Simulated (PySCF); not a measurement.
# Diatomic cations of Ga with the alkaline earths

r²SCAN with double-zeta basis sets in PySCF, for the lowest determinant that a PBE0 search found; no spin–orbit coupling. De refers to high-spin ground-configuration atoms (the charge goes to the atom of lower measured ionisation energy or higher electron affinity, which is not always the lowest computed limit). A positive dipole points towards Ga; it is taken about the centre of mass and depends on that origin.

```json
{"M": "Be", "basis": "cc-pVDZ/cc-pVDZ-PP", "charged atom": "Ga+", "state (unpaired electrons)": "singlet (closed shell)", "Re (Å)": "2.782", "ωe (cm⁻¹)": "244", "De (eV)": "0.80", "μ (D)": "-4.07"}
{"M": "Mg", "basis": "def2-SVP", "charged atom": "Ga+", "state (unpaired electrons)": "singlet (closed shell)", "Re (Å)": "3.096", "ωe (cm⁻¹)": "157", "De (eV)": "1.15", "μ (D)": "-4.30"}
{"M": "Ca", "basis": "pcseg-1", "charged atom": "Ga+", "state (unpaired electrons)": "singlet (closed shell)", "Re (Å)": "3.448", "ωe (cm⁻¹)": "129", "De (eV)": "1.74", "μ (D)": "-6.79"}
{"M": "Sr", "basis": "def2-SVP", "charged atom": "Sr+", "state (unpaired electrons)": "singlet (closed shell)", "Re (Å)": "3.604", "ωe (cm⁻¹)": "102", "De (eV)": "1.13", "μ (D)": "-4.18"}
```

Problem. By what factor does the harmonic wavenumber vary along the series?

Solution. At r²SCAN it runs from 102 cm⁻¹ (SrGa⁺) to 244 cm⁻¹ (BeGa⁺), a factor of 2.39.

The rows differ in basis set, which adds steps of its own.

Down a group the atoms grow and get heavier, so bonds lengthen and wavenumbers fall; this series shows no clear exception.

Closed-shell solutions of metal pairs were not tested for spin polarisation, which can lower them a little. For an ion De counts to the pair picked by the measured ionisation energies or electron affinities, which need not be the lowest pair at this level.
